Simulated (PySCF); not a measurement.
Level of theory: PBE-D3(BJ)/def2-TZVP // B3LYP-D3(BJ)/def2-SVP (PySCF 2.14.0). Isolated molecules, 0 K electronic values unless said otherwise. One relaxed conformer stands for a flexible species; it need not be the lowest. 

Reference species (SMILES): `C1(=C(C=C[SiH2]1)C(F)(F)F)C=O` (O–C–C–Si torsion 0°) (neutral, multiplicity 1).

HOMO: -6.13 eV
S1 oscillator strength: 0.000

Changed species: `FC(F)(F)[Si@H]1C=CC=C1C=O` (O–C–C–Si torsion 1°).

### Question
Give the shifts of the HOMO and S1 oscillator strength.

### Answer
the HOMO goes up by 0.11 eV, to -6.02 eV; the S1 oscillator strength stays essentially unchanged.
